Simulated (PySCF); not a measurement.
Computed properties of Si(H)2(PH2)2 (H₆P₂Si), SMILES P[SiH2]P

Si(H)2(PH2)2 (H₆P₂Si), SMILES [SiH2](P)P. Geometry optimised at PBE0-D3(BJ)/def2-SVP. The values are those of a single conformer. All values are computed for the isolated molecule unless a solvent is named; none is compared with measurement here.

**Structure.** The optimised structure has C2v symmetry. All 21 harmonic modes at PBE0-D3(BJ)/def2-SVP (PySCF) are real, so it is a minimum. With heavy atoms numbered as in [SiH2:1]([PH2:2])[PH2:3], the shortest bond between them is Si1–P2 at 2.268 Å and the longest Si1–P3 at 2.268 Å.

**Vibrations.** The strongest infrared lines (harmonic, unscaled, degenerate partners summed) lie at 832 cm⁻¹ (129 km/mol, H 87 %, Si 10 %), 2416 cm⁻¹ (89 km/mol, H 97 %), 2223 cm⁻¹ (80 km/mol, H 98 %). The softest mode is at 124 cm⁻¹ and the zero-point energy is 33.0 kcal/mol.

**Electronic structure.** B3LYP/def2-TZVPD (PySCF) places the frontier levels at -6.87 and -0.68 eV, a gap of 6.19 eV, and gives a dipole moment of 0.66 D and a mean polarisability of 90.1 bohr³.

**Excitations.** TDDFT-PBE0/def2-SVPD (PySCF) has S1 at 5.84 eV (212 nm, f = 0.070, bright); the most intense of the 10 singlets computed lies at 6.27 eV (f = 0.41). T1 (TDA) is at 4.73 eV. No vertical singlet excitation falls in the visible range (under 3.1 eV).

**NMR.** GIAO shifts at PBE0/pcSseg-1 (PySCF) (non-relativistic, atoms alike by connectivity averaged): ¹H from 2.0 to 4.6 ppm against TMS; ²⁹Si at -47.3 ppm against TMS.
